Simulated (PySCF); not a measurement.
Different ions with Cl ligands: trigonal bipyramidal complexes compared

All values are computed with PySCF: state-averaged CASSCF of the d shell with SC-NEVPT2, spin-free X2C, triple-zeta basis on the metal and double-zeta on the ligands, mean-field spin-orbit coupling; DFT geometries.

| complex | point group | M–L / Å | L–M–L / ° (cis) | solvent |
| --- | --- | --- | --- | --- |
| [MnCl5]3- | Cs | 2.46–2.62 | 90–122 | water |
| [FeCl5]3- | Cs | 2.37–2.62 | 89–135 | water |
| [TiCl5]2- | Cs | 2.31–2.44 | 89–126 | water |
| [VCl5]2- | C3v | 2.28–2.45 | 88–120 | water |
| [TiCl5]3- | Cs | 2.48–2.63 | 90–122 | water |
| [FeCl5]2- | C2v | 2.29–2.40 | 90–122 | water |

(1) Rank by the spin-orbit constant ζ, lowest first.
A. [TiCl5]2-
B. [FeCl5]2-
C. [VCl5]2-
D. [FeCl5]3-
E. [MnCl5]3-
F. [TiCl5]3-

(2) What are the ground states and moments?

Answers

(1) F (107 cm⁻¹), A (118 cm⁻¹), C (170 cm⁻¹), E (303 cm⁻¹), D (397 cm⁻¹), B (408 cm⁻¹).

(2) 
```
  complex  shell  ground state (NEVPT2)  total orbital splitting (CASSCF fit) / cm⁻¹  μeff(300 K) / μB
[MnCl5]3-     d5                    6A'                                         4806              5.92
[FeCl5]3-     d6                   5A''                                         4873              5.46
[TiCl5]2-     d1                   2A''                                        12554              1.80
 [VCl5]2-     d2                    3A2                                        11625              2.80
[TiCl5]3-     d2                    3A'                                         7951              2.88
[FeCl5]2-     d5                    6A1                                        10237              5.92
```
